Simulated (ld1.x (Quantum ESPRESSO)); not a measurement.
# P: one change to a TM potential, before and after

ld1.x (Quantum ESPRESSO) 7.5 input, shortened:

```
&input
   title='P', zed=15., rel=0, dft='PBESOL', iswitch=3,
   config='[Ne] 3s2 3p1.5 3d-2'
 /
 &inputp
   pseudotype=2, tm=.true., lloc=1,
   nlcc=.true., new_core_ps=.true., rcore=1.20
 /
3
3S  1  0   2.00   0.00  1.45  1.45  0.0
3D  3  2  -2.00   0.10  1.20  1.20  0.0
3P  2  1   1.50   0.00  1.50  1.50  0.0
 &test
   configts(1)='3s2 3p1.5'
 /
```

All-electron outer shells of the reference configuration (PBEsol, non-relativistic, ld1.x):

| shell | level (eV) | outermost node (bohr) | outermost maximum (bohr) |
| --- | --- | --- | --- |
| 3s | -28.33 | 0.66 | 1.54 |
| 3p | -19.08 | 0.64 | 1.72 |

Change: core correction Bessel-smoothed model core inside 0.78 bohr.

Cutoffs: the cutoffs (Ry, on a coarse ladder) from which the occupation-weighted sum of valence levels, in a spherical-Bessel basis at the reference potential, stays within 10 and 1 mRy of its value at 400 Ry; they do not see the model core or the augmentation charge, which bear on the density cutoff. Errors are all-electron minus pseudo energies relative to the spin-unpolarised reference configuration.

Q: What does the change do?

A: The potential gets neither clearly harder nor softer (30 Ry and 50 Ry → 30 Ry and 50 Ry); the errors of the 7 common tests hardly move; neither file shows a bound ghost. A model core, the more so a compact one, raises the density cutoff, which this test does not measure.

```csv
quantity,base,changed
"cutoff, loose",30 Ry,30 Ry
"cutoff, tight",50 Ry,50 Ry
bound ghosts,none,none
"error for 3s2 3p3, meV [ΔE -18.01 eV]",+9.8,+9.7
"error for 3s2 3p2, meV [ΔE -8.30 eV]",+1.7,+1.7
"error for 3s2 3p1, meV [ΔE 10.82 eV]",+2.5,+2.4
"error for 3s2 3p0, meV [ΔE 40.54 eV]",+30,+28
"error for 3s2 3p2.5, meV [ΔE -14.25 eV]",+5.6,+5.5
"error for 3s0 3p5, meV [ΔE -1.04 eV]",+2.4,+2.2
"error for 3s1 3p4, meV [ΔE -9.59 eV]",+6.4,+6.4
s: phases at 1.65 bohr within 0.05 rad from the reference energy up to (Ry; the scan ends near 5),4.9,4.9
p: phases at 1.65 bohr within 0.05 rad from the reference energy up to (Ry; the scan ends near 5),to the end of the scan,to the end of the scan
d: phases at 1.65 bohr within 0.05 rad from the reference energy up to (Ry; the scan ends near 5),to the end of the scan,to the end of the scan
```
